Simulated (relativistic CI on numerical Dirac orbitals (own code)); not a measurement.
Calculated levels, Eu⁵³⁺

Method of calculation: Dirac-Coulomb-Breit CI, KLI orbitals optimised for each configuration, model QED (radiative potential, 1s self-energy scaled to tabulated hydrogen-like ionisation energies), unscaled Slater integrals (own radial code, finite nucleus).

CI space (outside the closed core 1s2): 2s2.2p6, 2s2.2p5.3s, 2s2.2p5.3p, 2s2.2p5.3d, 2s.2p6.3s, 2s.2p6.3p, 2s.2p6.3d, 2s2.2p5.4s, 2s2.2p5.4p, 2s2.2p5.4d, 2s2.2p5.4f, 2s.2p6.4s, 2s2.2p4.3s2, 2s.2p6.4p, 2s2.2p4.3s.3p, 2s.2p6.4d. Levels of other configurations are missing.

```csv
No.,Configuration,Term,J,E (eV),%,Lifetime (s),jj configuration (%)
1,2s2.2p6,1S,0,0.00,100,,closed (100)
2,2s2.2p5.3s,3P°,2,5897.47,100,1.05e-09,2p3/2^3 3s (100)
3,2s2.2p5.3s,1P°,1,5904.33,66,1.39e-14,2p3/2^3 3s (100)
4,2s2.2p5.3p,3P,1,6013.77,49,3.43e-11,2p3/2^3 3p1/2 (100)
5,2s2.2p5.3p,3D,2,6015.99,51,2.86e-12,2p3/2^3 3p1/2 (100)
6,2s2.2p5.3p,3D,3,6192.47,100,2.35e-12,2p3/2^3 3p3/2 (100)
7,2s2.2p5.3p,1P,1,6192.62,56,2.54e-12,2p3/2^3 3p3/2 (100)
8,2s2.2p5.3p,3P,2,6202.82,67,1.28e-12,2p3/2^3 3p3/2 (100)
9,2s2.2p5.3p,1S,0,6248.18,59,1.39e-12,2p3/2^3 3p3/2 (99)
10,2s2.2p5.3d,3P°,0,6322.07,100,2.91e-12,2p3/2^3 3d3/2 (100)
11,2s2.2p5.3d,3P°,1,6329.89,70,6.17e-14,2p3/2^3 3d3/2 (95)
12,2s2.2p5.3d,3F°,3,6332.60,54,2.69e-12,2p3/2^3 3d3/2 (100)
13,2s2.2p5.3d,3D°,2,6338.36,55,2.54e-12,2p3/2^3 3d3/2 (99)
14,2s2.2p5.3d,3F°,4,6370.17,100,1.27e-11,2p3/2^3 3d5/2 (100)
15,2s2.2p5.3d,1D°,2,6375.56,50,8.86e-12,2p3/2^3 3d5/2 (99)
16,2s2.2p5.3d,3D°,3,6383.97,70,1.14e-11,2p3/2^3 3d5/2 (100)
17,2s2.2p5.3d,1P°,1,6408.86,62,7.15e-16,2p3/2^3 3d5/2 (95)
18,2s2.2p5.3s,3P°,0,6563.89,100,2.33e-10,2p1/2 2p3/2^4 3s (100)
19,2s2.2p5.3s,3P°,1,6567.21,66,9.07e-14,2p1/2 2p3/2^4 3s (100)
20,2s2.2p5.3p,3D,1,6678.43,73,3.57e-11,2p1/2 2p3/2^4 3p1/2 (100)
21,2s2.2p5.3p,3P,0,6717.10,59,6.86e-12,2p1/2 2p3/2^4 3p1/2 (99)
22,2s2.2p5.3p,3P,1,6857.92,49,1.66e-12,2p1/2 2p3/2^4 3p3/2 (96)
23,2s2.2p5.3p,3D,2,6862.74,49,1.24e-12,2p1/2 2p3/2^4 3p3/2 (100)
24,2s.2p6.3s,3S,1,6951.38,96,1.60e-13,2s 3s (96)
25,2s.2p6.3s,1S,0,6973.75,100,1.79e-13,2s 3s (100)
26,2s2.2p5.3d,3F°,2,6998.04,74,2.60e-12,2p1/2 2p3/2^4 3d3/2 (100)
27,2s2.2p5.3d,3D°,1,7016.59,46,9.78e-16,2p1/2 2p3/2^4 3d3/2 (95)
28,2s2.2p5.3d,3P°,2,7040.93,46,9.00e-12,2p1/2 2p3/2^4 3d5/2 (100)
29,2s2.2p5.3d,3F°,3,7044.18,44,1.15e-11,2p1/2 2p3/2^4 3d5/2 (100)
30,2s.2p6.3p,3P°,0,7066.12,100,1.63e-13,2s 3p1/2 (100)
```

Energies count from the lowest computed level; ° marks odd parity; lifetimes are radiative, by E1, M1, E2, M2 decay to levels of this space only. Filled j subshells are mostly left out of the jj labels.

The mean weight of the leading LS term, summed over parents, in these 30 levels is 70 %, and that of the leading jj configuration (from the same eigenvectors) 99 %, so jj coupling describes them better and the LS labels are nominal.

At this charge energies of transitions that change n are usually good to better than 1 %, and those within a shell (Δn = 0) to a few per cent.

LS names give the leading component of a level, which can be under half, so a name can repeat, a term be missing and a line seem to break the LS rules.
